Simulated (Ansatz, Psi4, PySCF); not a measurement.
C$_{3}$H$_{8}$Si, charge +1, doublet, geometry from GFN2-xTB (a state made from the parent by changing its charge; the spin is typed, not shown lowest). Base run: R2SCAN/cc-pVDZ (PySCF).

Geometry (Å):
```xyz
12

C      1.0583     0.4773     0.9711
C      0.9650    -0.6987     0.0119
Si    -0.8421    -0.3798    -0.7727
C     -0.3188     0.9901     0.5810
H      1.8632     1.1676     0.7381
H      1.1358     0.1848     2.0138
H      1.6898    -0.6597    -0.7967
H      0.9457    -1.6650     0.5083
H     -1.8796    -1.3109    -0.3499
H     -0.8504     0.0798    -2.1550
H     -0.2991     1.9566     0.0850
H     -1.0432     0.9512     1.3900
```
Charge +1, spin multiplicity 2.
Orbitals are unrestricted.
All else is at PySCF's defaults.

The same geometry, method and basis name were run in Ansatz (a quantum-chemistry and plane-wave program) and Psi4 and PySCF, at each program's defaults and at the settings that a row names. The base is PySCF at its defaults. Differences at the defaults can come from grids, fitting, cores and function types together.

| code and settings | ΔE vs base (mEh) | basis functions | E (Eh) | SCF cycles |
|---|---|---|---|---|
| PySCF, defaults (exact integrals, its default grid, spherical functions) | 0.000 | 100 | -408.16086 | 10 |
| Psi4, defaults (density fitting with its default set, its default grid, spherical functions) | -0.163 | 100 | -408.16102 | 9 |
| Ansatz, defaults (factorised integrals, its default grid, spherical functions) | -0.028 | 100 | -408.16089 | - |
| PySCF, density fitting with def2-universal-jkfit | -0.125 | 100 | -408.16099 | 10 |
| PySCF, fine grid | -0.038 | 100 | -408.16090 | 10 |
| Psi4, exact integrals, spherical functions, fine grid | -0.011 | 100 | -408.16087 | 12 |
| Ansatz, high accuracy | -0.026 | 100 | -408.16089 | - |

Open shells are given as the SCF converged; they aren't shown to be the lowest states, and a large step between rows can be another state.
